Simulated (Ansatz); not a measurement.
Reactions of BClFH$_{4}$NSi (`N[SiH](Cl)BF`).

Program: Ansatz. Geometries: PBE0-D4/def2-TZVP. ΔE: electronic, gas phase. CBS: MP2 limit from def2 TZ/QZ plus the TZ coupled-cluster correction, frozen cores. This one scheme is used for every species. For Ge outer-core shells are correlated without core-valence functions, which leaves a few kJ/mol of doubt a bond. Scalar relativity is left out up to krypton. Each species was taken in one conformer, which may not be the lowest.

| reaction | CCSD(T)/CBS(def2) (kJ/mol) |
| --- | --- |
| `N[SiH](Cl)BF` + `N[CH](O)[GeH2][F]` → `NC(O)BF` + `N[SiH](Cl)[GeH2][F]` | -49 |
| `N[SiH](Cl)BF` + `N[SiH2]N` → `N[SiH2]N[SiH](N)Cl` + `BF` | -113 |
| `N[SiH](Cl)BF` + `CCl` → `N[SiH](Cl)CCl` + `BF` | ? |
| `N[SiH](Cl)BF` + CH₃SH → `CS[SiH](N)Cl` + `BF` | -95 |
| `N[SiH](Cl)BF` + `N[SiH2]F` → `N[Si@H](Cl)[Si@@H](N)F` + `BF` | -17 |

(1) Fill in the missing values. (Best estimate.)

Largest T1 diagnostic: 0.013, for `BF`.

Answers

(1) Computed: `N[SiH](Cl)BF` + `CCl` → `N[SiH](Cl)CCl` + `BF`: -29.6 kJ/mol.
